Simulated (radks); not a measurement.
Task: Species: S+. Configuration: [Ne] 3s2 3p3 (the NIST ground configuration). All-electron calculation, Dirac Kohn-Sham, LDA (Slater exchange, Perdew-Wang correlation), spin-unpolarised, spherical densities, point nucleus; open shells fill j = l - 1/2 first. Program: a radial shooting solver on a logarithmic mesh with Libxc functionals. Some entries of the table are withheld. Estimate them.

| orbital | occ. | eigenvalue (Ry) | <1/r> (bohr^-1) |
|---|---|---|---|
| 1s1/2 | 2 | (1) | 15.62 |
| 2s1/2 | 2 | (2) | 3.059 |
| 2p1/2 | 2 | -12.42394 | 2.971 |
| 2p3/2 | 4 | -12.33122 | 2.951 |
| 3s1/2 | 2 | -2.02929 | (3) |
| 3p1/2 | 2 | (4) | (5) |
| 3p3/2 | 1 | (6) | (7) |

Result: 
(1) 1s1/2 eigenvalue (Ry): -177.0499
(2) 2s1/2 eigenvalue (Ry): -16.34964
(3) 3s1/2 <1/r> (bohr^-1): 0.8451
(4) 3p1/2 eigenvalue (Ry): -1.24433
(5) 3p1/2 <1/r> (bohr^-1): 0.7197
(6) 3p3/2 eigenvalue (Ry): -1.23686
(7) 3p3/2 <1/r> (bohr^-1): 0.7163
